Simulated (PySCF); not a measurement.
## IOsN: from structure and modes to constants

Method: UB3LYP/[Os def2-SVP with ECP60, N def2-SVP, I def2-SVP with ECP28], scalar-relativistic core potentials, density fitting, no spin–orbit coupling, PySCF.

The triplet minimum has Cs symmetry. Masses (u): Os 191.96148, N 14.00307, I 126.90447.

```xyz
3
charge 0 multiplicity 3, angstrom
Os    0.0003   -0.9587    0.0000
N    -1.4074   -1.7899    0.0000
I     0.1551    1.6472    0.0000
```

Harmonic wavenumbers (cm⁻¹): 130.4 (a', ×1), 203.1 (a', ×1), 1160.2 (a', ×1).

Q: Find the principal moments of inertia and the rotational constants. What kind of rotor is it?

A: About the centre of mass I = 22.365, 574.05, 596.41 u Å². With B = 16.8576/I this gives 0.7538, 0.02937, 0.02827 cm⁻¹. The molecule is an asymmetric top with κ = -1.00.

Q: What is the harmonic zero-point energy?

A: Half the sum of all 3 wavenumbers, 1494/2 = 747 cm⁻¹, which is 8.9 kJ/mol (1 cm⁻¹ = 0.0119627 kJ/mol).

Q: Give the standard entropy (298.15 K, 1 bar) by its translational, rotational, vibrational and spin parts, and Cp.

A: Sackur–Tetrode with M = 332.87 u gives 181.3; rotation with symmetry number 1 gives 114.4; vibration 21.3; spin R ln 3 = 9.1. The total is 326.1 J/(mol K), and Cp = 4 R + 16.7 = 50.0 J/(mol K).

This need not be the most stable arrangement of these atoms. With open d or f shells other occupations or spin states may lie lower. With an element this heavy the missing spin–orbit coupling can shift these numbers.
